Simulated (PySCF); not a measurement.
**Dipole moment and polarisability of 9-methyl-9H-fluorene**

9-methyl-9H-fluorene, C₁₄H₁₂.
Numbering: `[CH3:1][CH:2]1[c:3]2[cH:4][cH:5][cH:6][cH:7][c:8]2-[c:9]2[cH:10][cH:11][cH:12][cH:13][c:14]21` (hydrogens: H15, H16, H17 on C1; H18 on C2; H19 on C4; H20 on C5; H21 on C6; H22 on C7; H23 on C10; H24 on C11; H25 on C12; H26 on C13)

Geometry (PBE0-D3(BJ)/def2-SVP, Å), atoms numbered from 1 in this order:
```xyz
26
C14H12 angstrom
C     -0.7108   -2.7062   -0.1972
C     -0.6639   -1.5566    0.8077
C     -1.8004   -0.5700    0.6617
C     -3.1703   -0.7992    0.7002
C     -4.0432    0.2792    0.5342
C     -3.5481    1.5705    0.3320
C     -2.1745    1.8064    0.2908
C     -1.3020    0.7304    0.4548
C      0.1616    0.6702    0.4557
C      1.1203    1.6704    0.2939
C      2.4699    1.3220    0.3369
C      2.8561   -0.0058    0.5389
C      1.8965   -1.0083    0.7030
C      0.5503   -0.6671    0.6629
H     -0.6981   -2.3185   -1.2268
H     -1.6236   -3.3069   -0.0676
H      0.1532   -3.3761   -0.0717
H     -0.6821   -1.9806    1.8296
H     -3.5647   -1.8064    0.8593
H     -5.1227    0.1125    0.5629
H     -4.2452    2.4022    0.2042
H     -1.7912    2.8172    0.1315
H      0.8223    2.7096    0.1347
H      3.2333    2.0934    0.2105
H      3.9180   -0.2615    0.5690
H      2.2062   -2.0448    0.8618
```

Level: wB97X-D/def2-SVPD (PySCF), static field, nuclei fixed, core orbitals frozen in the response. The polarisability tensor in these axes (au):

```
x   223.62  -2.25  -0.21
y    -2.25 168.85  -7.33
z    -0.21  -7.33  92.40
```

Problem. Diagonalise the tensor; give its mean and Δα, where Δα² is half the sum of the squared differences of the eigenvalues.

Solution. Principal values 91.70, 169.46 and 223.72 au; mean 161.63 au = 23.95 Å³ = 26.65 × 10⁻⁴⁰ C²·m²/J; Δα = 114.93 au (71 % of the mean).

Problem. What is the dipole moment, and where does it point?

Solution. (-0.02, -0.57, 0.05) D, 0.58 D in size, pointing from the negative to the positive side. Measured along this direction, the outermost atoms are H22 and H23 at the negative end and H16 and H17 at the positive end.

Problem. Give the principal axes and the span of the nuclei along them.

Solution. Largest value along (1.00, -0.04, 0.00), where the nuclei span 9.05 Å; middle along (0.04, 0.99, -0.09), 6.07 Å; least along (0.00, 0.09, 1.00), 3.07 Å. The response follows the extents in order.

Problem. What depolarisation ratio follows for Rayleigh scattering of linearly polarised light, taking the static tensor?

Solution. ρ = 3Δα²/(45ᾱ² + 4Δα²) = 39626.4/(1175520 + 52835.2) = 0.0323.

Problem. Find the Langevin capture rate constant for NO+ (29.998 u) meeting this molecule (180.094 u), k = 2.342 × 10⁻⁹ cm³/s × √(α in Å³ / reduced mass in u).

Solution. The reduced mass is 25.71 u, so k = 2.26 × 10⁻⁹ cm³/s. The formula leaves out the permanent dipole, which adds to the capture rate.

Isolated species at its PBE0-D3(BJ)/def2-SVP geometry, gas phase.
